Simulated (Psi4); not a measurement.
Psi4 input (wB97X-D/6-311+G**):

```
memory 1500 MB

molecule {
-1 1
C    -2.53663400   -0.33844100    0.80914100
Si   -0.92736600    0.46299200    0.17797200
C     0.40200800   -0.74154700   -0.24798900
Si    2.15348100    0.16543600   -0.60434200
H    -2.94886200   -1.02021900    0.06002600
H    -2.34621200   -0.91999500    1.71539700
H    -3.30039800    0.40943200    1.04279100
H    -0.51755500    1.41935000    1.24837100
H    -1.32416100    1.29540800   -0.99635600
H     0.10684700   -1.25849500   -1.16918000
H     0.48555600   -1.49864200    0.53877800
H     2.51082700    0.39055000    0.87733600
H     2.97611200   -1.13545400   -0.71489000
symmetry c1
no_reorient
no_com
}

set {
  basis 6-311+G**
  reference rks
  scf_type df
  df_basis_scf def2-universal-jkfit
  dft_radial_points 99
  dft_spherical_points 590
  e_convergence 1e-8
  d_convergence 1e-7
  maxiter 150
}

e = energy('wb97x-d')
print_out(f'\nFINAL {e:.10f} DIPOLE {variable("CURRENT DIPOLE")[0]:.6f} {variable("CURRENT DIPOLE")[1]:.6f} {variable("CURRENT DIPOLE")[2]:.6f}\n')
```

From the output:

```
    One-Electron Energy =               -1322.5977879749773365
    Two-Electron Energy =                 499.2523929124180313
    DFT Exchange-Correlation Energy =     -39.9246850557665525
    Empirical Dispersion Energy =          -0.0051298527087620
    VV10 Nonlocal Energy =                  0.0000000000000000
    Total Energy =                       -660.6286335704400017

Computation Completed

Properties will be evaluated at   0.000000,   0.000000,   0.000000 [a0]

Properties computed using the SCF density matrix

 Multipole Moments:

 ------------------------------------------------------------------------------------
     Multipole            Electronic (a.u.)      Nuclear  (a.u.)        Total (a.u.)
 ------------------------------------------------------------------------------------

 L = 1.  Multiply by 2.5417464519 to convert [e a0] to [Debye]
 Dipole X            :         -3.1801884            0.0000151           -3.1801732
 Dipole Y            :         -0.7568438           -0.0000019           -0.7568457
 Dipole Z            :          0.9589673            0.0000094            0.9589767
 Magnitude           :                                                    3.4067512

 ------------------------------------------------------------------------------------

FINAL -660.6286335704 DIPOLE -3.180173 -0.756846 0.958977

*** Psi4 exiting successfully. Buy a developer a beer!
```

The dipole moment of an ion depends on the origin.

The geometry given is a B3LYP-D3(BJ)/def2-TZVP minimum.
